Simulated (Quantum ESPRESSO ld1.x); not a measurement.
The numbers below are computed, except where a source is named.
One sound ld1.x (Quantum ESPRESSO 7.5) input for neutral dysprosium gives E = -12168.29 hartree in 38 iterations:

```
 &input
    zed=66.0,
    iswitch=1,
    rel=2,
    dft='PBE',
    config='[Xe] 4f10 6s2',
    lsmall=.true.,
    prefix='ld1',
    max_out_wfc=37,
    file_charge='ld1.rho',
 /
```

Changed or added lines, one case at a time, and what came of them:

- config='[Xe] 4f10 6s2 7d-1': harmless. A negative occupation marks a state as unused; the result equals that of the sound run.
- config='[Xe] 4f10 6s2 7p3': spurious. The string holds 69 electrons for Z = 66, so the species has charge -3 and is not the one meant. The equations of the added shell fail (the log warns of at least one error in the KS equations), so the printed solution is spurious even though the residual is small.
- atom='Dy': harmless. atom and zed name the same element, and the result equals that of the sound run.
- rel=3: refused. The program stops in ld1_readin with "wrong rel": rel takes 0, 1 or 2.
- lsd=2: refused. The program stops in ld1_readin with "lsd not correct": lsd takes 0 or 1.
- dft='TPSS': refused. The program stops in ld1_setup with "meta-GGA not implemented for fully-relativistic case": ld1.x has meta-GGAs only for rel = 0 or 1.
- dx=0.003: refused. The program stops in do_mesh with "ndmx is too small": the mesh holds 3500 points at most, so dx, xmin and rmax must fit that.
